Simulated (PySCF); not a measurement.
AlFH₄O₂SSi, SMILES [OH][Al]([OH])[S][SiH2]F. Atoms are numbered in the order given.

```xyz
10

Si    -1.8021    -0.3873     0.0955
F     -0.6135    -0.6492    -1.1501
S     -0.5424     0.6084     1.4209
Al     0.9652     0.1007    -0.2352
O      1.5750     1.3609    -1.2044
O      1.9210    -1.2703     0.0811
H     -2.2682    -1.7504     0.4404
H     -2.8673     0.3870    -0.5858
H      1.2629     2.2687    -1.2174
H      2.7865    -1.4080    -0.3134
```

The structure is a stationary point at B3LYP-D3(BJ)/def2-SVP. The structure was generated by enumeration; whether it is a known compound was not checked. The values are those of a single conformer.

The numbers are results of PBE/def2-TZVP (PySCF), not measurements.

ESP charges are fitted to the potential on shells at 1.4 to 2.0 van der Waals radii. Atomic charges (e):

```
atom  Mulliken  ESP fit  Löwdin    IAO
----  --------  -------  ------  -----
Si1       0.38     0.20    0.00   0.90
F2       -0.22    -0.12    0.16  -0.46
S3       -0.30    -0.26    0.35  -0.48
Al4       0.54     0.80   -0.59   1.16
O5       -0.51    -0.70   -0.11  -0.81
O6       -0.51    -0.76   -0.11  -0.82
H7        0.00     0.04   -0.03  -0.11
H8        0.00     0.01   -0.03  -0.11
H9        0.30     0.36    0.18   0.37
H10       0.31     0.44    0.18   0.36
```
